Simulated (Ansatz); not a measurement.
`C[SiH2][AlH][F]` + HCl → `[F][AlH][SiH2]Cl` + CH₄ at 298.15 K and 1 bar (ligand exchange at the Si–C bond).

Computed with Ansatz on PBE0-D4/def2-TZVP structures; ΔE is electronic, products minus reactants. CBS: MP2 limit from def2 TZ/QZ plus the TZ coupled-cluster correction, frozen cores. This one scheme is used for every species. Each species was taken in one conformer, which may not be the lowest.

```
           species  CCSD(T)/CBS energy (Eh)  H − E (kJ/mol)  S (J/(mol·K))
 `C[SiH2][AlH][F]`               -672.62263           187.0          360.8
               HCl               -460.38127            26.6          186.8
`[F][AlH][SiH2]Cl`              -1092.58044            93.6          355.2
               CH₄                -40.46206           127.4          186.2
```

H − E and S are ideal-gas, rigid-rotor, harmonic terms from PBE0-D4/def2-TZVP, for one conformer and one mirror image of each species. 1 Eh = 2625.50 kJ/mol, R = 8.31446 J/(mol·K).

By hand: ΔE, ΔH, ΔS and ΔG.

ΔE = (-1092.58044) + (-40.46206) − (-672.62263) − (-460.38127) = -0.03860 Eh = -101.3 kJ/mol. Δ(H − E) = 93.6 + 127.4 − 187.0 − 26.6 = 7.4, so ΔH = -93.9 kJ/mol. ΔS = 355.2 + 186.2 − 360.8 − 186.8 = -6.2 J/(mol·K). ΔG = -93.9 − 298.15 × (-6.2)/1000 = -92.1 kJ/mol.

By hand: the equilibrium constant, and the temperature at which ΔG would vanish if ΔH and ΔS stayed fixed.

log₁₀ K = −ΔG/(RT ln 10) = 16.1. ΔG = 0 at ΔH/ΔS = 15145 K, far beyond where these terms or the molecules hold.

The number of gas molecules stays the same, so ΔS is small and ΔH decides. A doubt of 5 kJ/mol in ΔE shifts log₁₀ K by 0.9 here. Other conformers and mirror images would add mixing entropy, several J/(mol·K) or more a flexible species. Modes under 60 cm⁻¹, often nearly free rotors, make the harmonic entropy too high. These are equilibria of isolated gas molecules and say nothing of rates. Largest T1 diagnostic: 0.012 (customary marks: 0.02 for closed shells, 0.045 for open ones).
